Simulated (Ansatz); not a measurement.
Geometry optimisation, Ansatz, RKS revPBE/def2-SVP.

Input:

```yaml
crystal:
  periodic: [false, false, false]
  atoms:
    - { symbol: C, position_ang: [0.0565, 1.372, 0.8223] }
    - { symbol: C, position_ang: [-0.2745, -0.029, 0.5373] }
    - { symbol: "N", position_ang: [-0.9199, -0.7316, 1.3998] }
    - { symbol: Sn, position_ang: [0.4268, -0.8942, -1.2997] }
    - { symbol: H, position_ang: [-1.30439, 0.30925, 0.65141] }
    - { symbol: H, position_ang: [-0.9477, 1.976, 0.9652] }
    - { symbol: H, position_ang: [0.5716, 1.8763, -0.0424] }
    - { symbol: H, position_ang: [-1.0491, -1.7117, 1.2362] }
    - { symbol: H, position_ang: [1.4583, -2.2062, -0.9185] }
    - { symbol: H, position_ang: [1.162, 0.3018, -2.2527] }
    - { symbol: H, position_ang: [-1.0581, -1.5148, -2.1293] }
basis:
  gaussian: { orbitals: def2-SVP }
hamiltonian:
  xc: revpbe
relax:
  f_tol: 0.02
  max_steps: 50
```

Run as:

```bash
$ ansatz run input.yaml --threads 2 --pin off --max-ram 3072MiB --backend cpu --events-out ev --progress --plain --runs-dir out
```

Task: Where does it end, and by what steps?

Result: The forces met the threshold. The force dipped under the threshold on the way, but the program's further checks kept it going. After 20 steps the energy has fallen by 4.845 eV; H5 moved furthest, 1.36 Å. Parted: C2–H5 (1.09 → 2.06 Å). Joined: N3–H5 (1.34 → 1.03 Å).

| step | energy less start (eV) | largest force component (eV/Å) | accepted |
| --- | --- | --- | --- |
| 0 | 0.0000 | 6.600 | yes |
| 1 | -1.0218 | 3.139 | yes |
| 2 | -1.5806 | 1.965 | yes |
| 3 | -2.2336 | 2.367 | yes |
| 4 | -3.1216 | 2.517 | yes |
| 5 | -3.8898 | 1.891 | yes |
| 6 | -4.3574 | 1.218 | yes |
| 7 | -4.4603 | 2.520 | yes |
| 8 | -4.6841 | 0.910 | yes |
| 9 | -4.7479 | 0.314 | yes |
| 10 | -4.7959 | 0.237 | yes |
| 11 | -4.8243 | 0.293 | yes |
| 12 | -4.8316 | 0.256 | yes |
| 13 | -4.8410 | 0.111 | yes |
| 14 | -4.8433 | 0.087 | yes |
| 15 | -4.8436 | 0.081 | yes |
| 16 | -4.8441 | 0.095 | yes |
| 17 | -4.8446 | 0.009 | yes |
| 18 | -4.8448 | 0.035 | yes |
| 19 | -4.8449 | 0.025 | yes |
| 20 | -4.8450 | 0.015 | yes |

```xyz
11
Properties=species:S:1:pos:R:3
C -0.025 1.423 0.536
C -0.365 0.126 0.303
N -1.151 -0.660 1.151
Sn 0.539 -0.930 -1.382
H -1.662 -0.146 1.879
H -0.427 1.979 1.404
H 0.672 1.965 -0.119
H -1.752 -1.352 0.698
H 1.816 -1.977 -0.852
H 1.157 0.228 -2.509
H -0.682 -1.910 -2.141
```

The run took 35 s on 2 threads of AMD EPYC 7R43 64-Core Processor (Zen 3), on a shared host, peak memory 0.15 GiB.
